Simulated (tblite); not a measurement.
Species: C5H15FSi2.
SMILES with atom numbers: `[CH3:1][C@@H:2]([F:3])[CH2:4][CH2:5][CH:6]([SiH3:7])[SiH3:8]` (hydrogens: H9, H10, H11 on C1; H12 on C2; H13, H14 on C4; H15, H16 on C5; H17 on C6; H18, H19, H20 on Si7; H21, H22, H23 on Si8)

Computed with GFN2-xTB (tblite), gas phase: L-BFGS steps from a force-field or distance-geometry start until the largest atomic force falls under 0.01 eV/Å.

At the end of the run (lengths in Å): C6–Si8 1.908, Si7–H18 1.463, C6–Si7 1.907, C5–C6 1.531, Si8–H22 1.463, Si8–H23 1.463, Si7–H19 1.468, Si7–C6–Si8 112.0°, C5–C6–Si8 110.0°, C5–C6–Si7 113.1°, C2–C4–C5 112.5°, C1–C2–C4–C5 173°, C2–C4–C5–C6 -177°, C4–C5–C6–Si7 -64°, H17–C6–Si7–H18 -170°, H18–Si7–C6–C5 -52°.

Task: These geometries were met on the way; a selection of coordinates is given. Order them by energy above the end point, lowest first.
A. C6–Si8 1.879, Si7–H18 1.490, C6–Si7 1.880, C5–C6 1.554, Si8–H22 1.486, Si8–H23 1.481, Si7–H19 1.484, Si7–C6–Si8 102.1°, C5–C6–Si8 113.5°, C5–C6–Si7 116.2°, C2–C4–C5 110.6°, C1–C2–C4–C5 179°, C2–C4–C5–C6 -177°, C4–C5–C6–Si7 -74°, H17–C6–Si7–H18 178°, H18–Si7–C6–C5 -59°
B. C6–Si8 1.912, Si7–H18 1.464, C6–Si7 1.911, C5–C6 1.530, Si8–H22 1.464, Si8–H23 1.464, Si7–H19 1.468, Si7–C6–Si8 109.7°, C5–C6–Si8 110.8°, C5–C6–Si7 114.0°, C2–C4–C5 111.9°, C1–C2–C4–C5 178°, C2–C4–C5–C6 -177°, C4–C5–C6–Si7 -69°, H17–C6–Si7–H18 179°, H18–Si7–C6–C5 -62°
C. C6–Si8 1.914, Si7–H18 1.460, C6–Si7 1.909, C5–C6 1.534, Si8–H22 1.461, Si8–H23 1.461, Si7–H19 1.463, Si7–C6–Si8 108.5°, C5–C6–Si8 111.2°, C5–C6–Si7 114.2°, C2–C4–C5 112.2°, C1–C2–C4–C5 179°, C2–C4–C5–C6 -177°, C4–C5–C6–Si7 -71°, H17–C6–Si7–H18 176°, H18–Si7–C6–C5 -63°
D. C6–Si8 1.905, Si7–H18 1.462, C6–Si7 1.903, C5–C6 1.535, Si8–H22 1.462, Si8–H23 1.462, Si7–H19 1.462, Si7–C6–Si8 106.4°, C5–C6–Si8 112.7°, C5–C6–Si7 115.4°, C2–C4–C5 112.6°, C1–C2–C4–C5 179°, C2–C4–C5–C6 -177°, C4–C5–C6–Si7 -71°, H17–C6–Si7–H18 177°, H18–Si7–C6–C5 -64°
E. C6–Si8 1.910, Si7–H18 1.467, C6–Si7 1.909, C5–C6 1.532, Si8–H22 1.466, Si8–H23 1.471, Si7–H19 1.454, Si7–C6–Si8 102.9°, C5–C6–Si8 113.5°, C5–C6–Si7 116.1°, C2–C4–C5 112.0°, C1–C2–C4–C5 179°, C2–C4–C5–C6 -176°, C4–C5–C6–Si7 -73°, H17–C6–Si7–H18 177°, H18–Si7–C6–C5 -61°

Result: B (0.014 eV), C (0.024 eV), D (0.045 eV), E (0.080 eV), A (0.155 eV).

```json
{"step": "19", "E above end (eV)": "0.014", "rms distance from the end, all atoms (Å)": "0.125", "largest force (eV/Å)": "0.075", "rms shift of all bonds from the end (Å)": "0.002"}
{"step": "13", "E above end (eV)": "0.024", "rms distance from the end, all atoms (Å)": "0.138", "largest force (eV/Å)": "0.119", "rms shift of all bonds from the end (Å)": "0.002"}
{"step": "6", "E above end (eV)": "0.045", "rms distance from the end, all atoms (Å)": "0.154", "largest force (eV/Å)": "0.224", "rms shift of all bonds from the end (Å)": "0.003"}
{"step": "2", "E above end (eV)": "0.080", "rms distance from the end, all atoms (Å)": "0.162", "largest force (eV/Å)": "0.338", "rms shift of all bonds from the end (Å)": "0.005"}
{"step": "0", "E above end (eV)": "0.155", "rms distance from the end, all atoms (Å)": "0.165", "largest force (eV/Å)": "1.192", "rms shift of all bonds from the end (Å)": "0.015"}
```

Rows stand in the order of the answer.
